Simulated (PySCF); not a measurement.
Unrelated species, one level of theory. Method used: TDDFT B3LYP/def2-SVPD, vertical, gas phase, core orbitals frozen in the response in PySCF 2.14.0, density-fitted response routines. Geometries: GFN2-xTB; one conformer of each isolated species. Triplets are in the Tamm–Dancoff approximation.

Question: Rank by computed lowest triplet energy, lowest first.
A. `CC[C@@H](Cl)[SiH2]O`
B. `OCC/C=C\F`
C. `N#CSc1ccccc1`
D. `CCCC(=O)F`

Answer: C (4.17 eV), B (4.52 eV), D (5.49 eV), A (5.88 eV).

| SMILES | T1 (eV) | HOMO (eV) | α (au) | f (S1) | gap (eV) | S1 mainly |
| --- | --- | --- | --- | --- | --- | --- |
| N#CSc1ccccc1 | 4.17 | -7.51 | 101.4 | 0.002 | 6.06 | H→L (96%) |
| OCC/C=C\F | 4.52 | -7.24 | 56.6 | 0.001 | 7.22 | H→L+1 (90%) |
| CCCC(=O)F | 5.49 | -8.85 | 52.5 | 0.001 | 7.97 | H→L (97%) |
| CC[C@@H](Cl)[SiH2]O | 5.88 | -7.72 | 80.9 | 0.021 | 7.48 | H→L (89%) |

H and L stand for HOMO and LUMO.

- `N#CSc1ccccc1`: Löwdin shares by element: HOMO sulfur 51%, carbon 21% or more, nitrogen 20%; LUMO carbon 61% or more (atoms not listed hold the other 39%).
- `OCC/C=C\F`: Löwdin shares by element: HOMO carbon 54% or more, fluorine 12%, oxygen 10% (atoms not listed hold the other 24%); LUMO carbon 72% or more, fluorine 8% (atoms not listed hold the other 20%).
- `CCCC(=O)F`: Löwdin shares by element: HOMO oxygen 62%, carbon 18% or more, fluorine 11%; LUMO carbon 49% or more, oxygen 32%, fluorine 9%.
- `CC[C@@H](Cl)[SiH2]O`: Löwdin shares by element: HOMO chlorine 40%, carbon 22% or more, silicon 13%, oxygen 7% (atoms not listed hold the other 18%); LUMO chlorine 29%, silicon 18%, oxygen 13%, carbon 12% or more (atoms not listed hold the other 28%).
